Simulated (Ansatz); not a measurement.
Computed with Ansatz on PBE0-D4/def2-TZVP structures; ΔE is electronic, products minus reactants. CCSD(T)/CBS is the MP2 limit (def2-TZVPP, def2-QZVPP) plus CCSD(T) − MP2 in def2-TZVPP, frozen cores. DFT in def2-TZVPP. B3LYP here is the variant with VWN-RPA as its local correlation; programs differ in this. Each species was taken in one conformer, which may not be the lowest.

Reaction (ligand exchange at the Si–O bond): `F[SiH2]OBS` + `O[SiH2]S` → `O[SiH2]S[SiH2]F` + `OBS`

`F[SiH2]OBS`:

Z-matrix (Å, degrees):
```
Si
O 1 1.624
F 1 1.598 2 110.2
H 1 1.475 2 108.7 3 117.8
H 1 1.475 2 108.7 3 -117.8
B 2 1.353 1 147.3 3 0.2
S 6 1.800 2 125.3 1 0.0
H 6 1.195 2 119.1 1 180.0
H 7 1.345 6 98.3 2 -0.0
```

`O[SiH2]S`:

```xyz
7

O    -0.085   -1.373    0.605
Si    0.361   -0.136   -0.378
S    -0.362    1.765    0.268
H     0.088   -1.272    1.543
H     1.832    0.063   -0.415
H    -0.178   -0.503   -1.704
H    -1.657    1.456    0.082
```

`O[SiH2]S[SiH2]F`:

Z-matrix (Å, degrees):
```
Si
S 1 2.144
O 1 1.639 2 112.9
H 1 1.483 2 104.0 3 121.7
H 1 1.477 2 110.6 3 -117.5
Si 2 2.119 1 98.0 3 77.8
H 3 0.959 1 118.1 2 55.7
F 6 1.597 2 110.7 1 87.2
H 6 1.479 2 110.8 1 -31.6
H 6 1.478 2 107.7 1 -155.4
```

`OBS`:

Z-matrix (Å, degrees):
```
B
S 1 1.813
O 1 1.351 2 121.4
H 1 1.193 2 120.6 3 -180.0
H 2 1.340 1 96.0 3 180.0
H 3 0.961 1 115.3 2 0.0
```

| level | ΔE (kJ/mol) | difference from CCSD(T)/CBS |
| --- | --- | --- |
| r2SCAN-D4 | 33.7 | -4.9 |
| B3LYP-D4 | 42.5 | 3.9 |
| ωB97X-V | 37.9 | -0.7 |
| B2PLYP | 43.7 | 5.1 |
| r2SCAN | 33.9 | -4.7 |
| PBE0 | 28.9 | -9.7 |
| B3LYP | 44.8 | 6.2 |
| SCS-MP2/def2-TZVPP | 43.5 | 4.9 |
| CCSD(T)/def2-TZVPP | 41.2 | 2.6 |
| MP2/def2-QZVPP | 36.6 | -2.0 |
| CCSD(T)/CBS | 38.6 | 0 |

Largest T1 diagnostic among the species: 0.013.

In def2-TZVPP, CCSD(T) changes the Hartree–Fock value by −18.6 kJ/mol (the triples alone add −3.8 kJ/mol) and MP2 by −22.3 kJ/mol. From PBE to PBE0 (25 % exact exchange), in def2-TZVPP and without D4, ΔE moves by +4.3 kJ/mol.
